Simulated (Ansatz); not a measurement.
AsH2 (SMILES [AsH2]) moved off its minimum; all values from Ansatz (an electronic-structure program), cores frozen in correlated methods. Open shells are unrestricted.
(charge 0, multiplicity 2)
```xyz
3

As    -0.02740     0.05464    -0.01121
H     -1.11671    -1.13323    -0.05109
H      0.97805    -1.07403    -0.04558
```

Give the forces (eV/Å), the total energy and the dipole at CCSD(T)/aug-cc-pVTZ.


| atom | Fx | Fy | Fz |
|---|---|---|---|
| As1 | -1.031 | -0.954 | -0.032 |
| H2 | 0.536 | 1.028 | 0.034 |
| H3 | 0.494 | -0.075 | -0.002 |
Energy -2235.5400 hartree, dipole 0.17 D.
